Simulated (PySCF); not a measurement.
Atom-mapped SMILES (the numbers label the heavy atoms): `[CH3:1][O:2][SiH:3]([O:4][CH3:5])[P:6]([SiH3:7])[SiH3:8]`. Hydrogens are named by the atom that carries them.

Gas phase, one conformer, one averaged value for each set of equivalent atoms, relativity neglected. Coordinates at the GFN2-xTB level; shielding tensors at PBE0/pcSseg-1 (GIAO); PySCF.

δ = σ(ref) − σ, references computed at the same level: TMS for ¹³C (σ = 186.93 ppm) and ¹H (σ = 31.72 ppm) and ²⁹Si (σ = 349.16 ppm); ¹⁷O (σ = 336.08 ppm) against H2O; ³¹P (σ = 318.38 ppm) vs H3PO4.

```tsv
atoms	nucleus	count	δ (ppm)
C1/C5	¹³C	2	53.0
Si3	²⁹Si	1	?
O2/O4	¹⁷O	2	31.6
H(Si7)/H(Si8)	¹H	6	4.12
H(Si3)	¹H	1	?
Si7/Si8	²⁹Si	2	-83.2
P6	³¹P	1	-352.0
H(C1)/H(C5)	¹H	6	3.84
```

Task: Estimate the values marked ?.

Result: 
- H(Si3): 5.34 ppm, hydrogen on a silicon bonded to 2 O, P
- Si3: -13.0 ppm, silicon bonded to 2 O, P, H

Shifts are as computed. Against solution values, carbons near 30 ppm lie about +3 ppm off and those near 130 ppm about +5 ppm. Of 1211 compounds with measured shifts, 218 miss one by over three times the rms of a fit or turn the order of signals round; such compounds aren't used in these exercises. Experimental scales use liquid or dissolved standards, which lie at an offset from isolated H2O (liquid H2O: subtract about 36 ppm) and H3PO4.
